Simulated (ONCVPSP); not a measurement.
## What the settings do to the ONCV potential of silver

Base potential:

```json
{
  "Element": "Ag",
  "Generator": "ONCVPSP 4.0.1",
  "Type": "optimised norm-conserving Vanderbilt (ONCV)",
  "Functional": "PBEsol",
  "Relativity": "scalar-relativistic",
  "Frozen core": "[Ar] 3d10",
  "Valence charge": "19",
  "Reference configuration": "4s2 4p6 4d10 5s0.75 5p0.25",
  "Partial waves": "4s+5s: rc 1.25 bohr, ncon 4, nbas 8, qcut 7.7 1/bohr, 2 projectors; 4p+5p: rc 1.40 bohr, ncon 4, nbas 8, qcut 8.8 1/bohr, 2 projectors; 4d: rc 1.40 bohr, ncon 4, nbas 8, qcut 12.4 1/bohr, 2 projectors, debl 1.1 Ha",
  "Local potential": "polynomial inside 0.85 bohr (lpopt 2, dvloc0 6 Ha)",
  "Core correction": "none"
}
```

All-electron outer shells of the reference configuration (PBEsol, scalar-relativistic, ld1.x):

```tsv
shell	level (eV)	outermost node (bohr)	outermost maximum (bohr)
3p	-557.77	0.15	0.32
3d	-359.04	–	0.27
4s	-95.54	0.44	0.82
4p	-59.09	0.44	0.87
4d	-8.01	0.43	1.04
5s	-4.81	1.11	2.46
5p	-0.97	1.25	3.71
```

Cutoffs, loose and tight: the cutoffs (Ha) at which the residual kinetic energy of the hardest occupied pseudo-wave falls to 1 and 0.1 mHa per electron. They do not see the model core or the augmentation charge, which bear on the density cutoff. Test errors are all-electron minus pseudo excitation energies from the reference, over the configurations 4s2 4p6 4d10 5s1 5p0; 4s2 4p6 4d10 5s0 5p0; 4s2 4p6 4d9 5s0 5p0; 4s2 4p6 4d9 5s1 5p1. A dash means not determined; rows that change the core or the reference have their own tests. The largest error is taken over the tests solved by every variant that gives reliable tests at all: 4s2 4p6 4d10 5s0 5p0; 4s2 4p6 4d10 5s1 5p0; 4s2 4p6 4d9 5s1 5p1.

| change | outcome | cutoff, loose | cutoff, tight | bound ghosts | GHOST(+) flags above zero | largest test error (meV) |
| --- | --- | --- | --- | --- | --- | --- |
| base | generated | 38 Ha | 99 Ha | none | s | +1.2 |
| local potential polynomial inside 0.85 bohr (lpopt 2, dvloc0 -0.5 Ha) | generated | 38 Ha | 99 Ha | none | s | -1.1 |
| functional PBE | generated | 37 Ha | 99 Ha | none | s, d | -1.1 |
| p: nproj 4 | generated | 38 Ha | 99 Ha | none | s | +1.2 |
| local potential polynomial inside 1.00 bohr (lpopt 5, dvloc0 -1 Ha) | generated | 38 Ha | 99 Ha | none | s | -1.1 |

Q: What comes out with this change to the base: p: qcut 4.8?

A: outcome: generated; cutoff, loose: 76 Ha; cutoff, tight: 101 Ha; bound ghosts: none; GHOST(+) flags above zero: s; largest test error (meV): -1.1.

Q: What comes out with this change to the base: s: rc 0.98?

A: outcome: generated; cutoff, loose: 143 Ha; cutoff, tight: 183 Ha; bound ghosts: none; GHOST(+) flags above zero: s; largest test error (meV): +1.3.

Q: What comes out with this change to the base: all radii scaled by about 0.81 (s 1.02, p 1.14, d 1.14 bohr); local potential polynomial inside 0.70 bohr (lpopt 2, dvloc0 6 Ha)?

A: outcome: generated; cutoff, loose: 126 Ha; cutoff, tight: 169 Ha; bound ghosts: none; GHOST(+) flags above zero: s; largest test error (meV): -1.1.
